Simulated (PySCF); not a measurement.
Job file and geometry (Å, from GFN2-xTB) of an NMR shielding run on SMILES N([SiH2]B)BCC=C, C$_{3}$H$_{11}$B$_{2}$NSi, GIAO PBE0/pcSseg-1 NMR shielding, non-relativistic, gas phase (PySCF 2.14.0, density-fitted response routines); density fitting, a coarse starting grid and PySCF grid level 2 are the driver's defaults:

```
$ OMP_NUM_THREADS=1 python probes_run.py task.json out

{"job": {"kind": "nmr", "xc": "PBE0", "basis": "pcSseg-1"}, "charge": 0, "multiplicity": 1}
B     -2.112859     1.249366     0.525490
Si    -2.773441    -0.293986    -0.498188
N     -1.181979    -1.099868    -0.474693
B     -0.177783    -0.429479     0.180981
C      1.330926    -0.896145     0.370306
C      2.294524     0.140079    -0.117473
C      3.051554     0.895313     0.657215
H     -2.332940     1.337456     1.677332
H     -1.840867     2.253931    -0.021791
H     -3.115393    -0.250030    -1.935976
H     -3.683763    -1.323051     0.049021
H     -1.030946    -1.994990    -0.916422
H     -0.555087     0.628354     0.643390
H      1.512534    -1.830753    -0.168193
H      1.523029    -1.084577     1.429958
H      2.328450     0.265372    -1.192843
H      3.717018     1.640448     0.255122
H      3.038265     0.798877     1.730829
```

Problem. What does the program print?

Solution. 
```
coarse grid: 14936 points
cycle   1  E = -514.3324951226  dE =  5.613e-01  |g| = 4.835e-01  |ddm| = 3.666e+00
cycle   2  E = -514.3143776397  dE =  1.812e-02  |g| = 5.804e-01  |ddm| = 8.429e-01
cycle   3  E = -514.3906390424  dE = -7.626e-02  |g| = 9.838e-02  |ddm| = 4.638e-01
cycle   4  E = -514.3927089574  dE = -2.070e-03  |g| = 2.896e-02  |ddm| = 9.416e-02
cycle   5  E = -514.3929150353  dE = -2.061e-04  |g| = 5.430e-03  |ddm| = 2.813e-02
cycle   6  E = -514.3929211097  dE = -6.074e-06  |g| = 2.994e-03  |ddm| = 7.465e-03
final grid: 138056 points
cycle   7  E = -514.4300032811  dE = -3.244e-05  |g| = 9.955e-03  |ddm| = 2.850e-02
cycle   8  E = -514.4299775609  dE =  2.572e-05  |g| = 1.416e-02  |ddm| = 2.045e-02
cycle   9  E = -514.4300286219  dE = -5.106e-05  |g| = 1.905e-03  |ddm| = 1.229e-02
cycle  10  E = -514.4300295458  dE = -9.238e-07  |g| = 2.374e-04  |ddm| = 1.525e-03
cycle  11  E = -514.4300295571  dE = -1.131e-08  |g| = 1.058e-04  |ddm| = 2.445e-04
cycle  12  E = -514.4300295594  dE = -2.314e-09  |g| = 3.248e-05  |ddm| = 9.092e-05
cycle  13  E = -514.4300295596  dE = -2.443e-10  |g| = 7.374e-06  |ddm| = 3.430e-05
converged SCF energy = -514.4300295596

GIAO shielding tensors (ppm)
atom      isotropic    diamagn.    paramagn.     s11        s22        s33       span
  0 B       58.466     196.444    -137.979    -11.286     30.191    156.492    167.778
  1 Si     396.288     879.729    -483.442    363.841    398.350    426.672     62.831
  2 N      124.693     324.873    -200.180     16.984    147.821    209.274    192.290
  3 B       58.840     198.141    -139.301      6.679     83.213     86.627     79.948
  4 C      150.323     251.627    -101.304    132.226    152.937    165.807     33.580
  5 C       45.350     257.772    -212.422    -78.475     52.258    162.266    240.741
  6 C       64.841     253.593    -188.752    -46.683     85.250    155.957    202.640
  7 H       25.057      29.898      -4.841     18.422     26.804     29.944     11.522
  8 H       25.038      30.207      -5.169     18.289     26.710     30.115     11.827
  9 H       26.679      28.910      -2.231     23.661     25.195     31.181      7.521
 10 H       26.675      28.552      -1.877     23.699     25.108     31.217      7.518
 11 H       27.493      33.194      -5.700     23.141     26.648     32.691      9.550
 12 H       31.339      37.450      -6.111     28.277     30.438     35.301      7.025
 13 H       29.806      32.016      -2.210     26.770     29.183     33.465      6.695
 14 H       29.644      32.577      -2.933     26.773     29.256     32.904      6.131
 15 H       25.747      32.492      -6.745     23.613     24.952     28.677      5.065
 16 H       26.472      28.978      -2.506     23.516     25.692     30.208      6.692
 17 H       26.419      31.556      -5.137     23.051     26.023     30.183      7.132
```

Size and cost of the density-fitted run: 181 basis functions, 71 s wall time on 1 thread of an Arm Neoverse V1, shared host; peak memory 0.82 GiB.
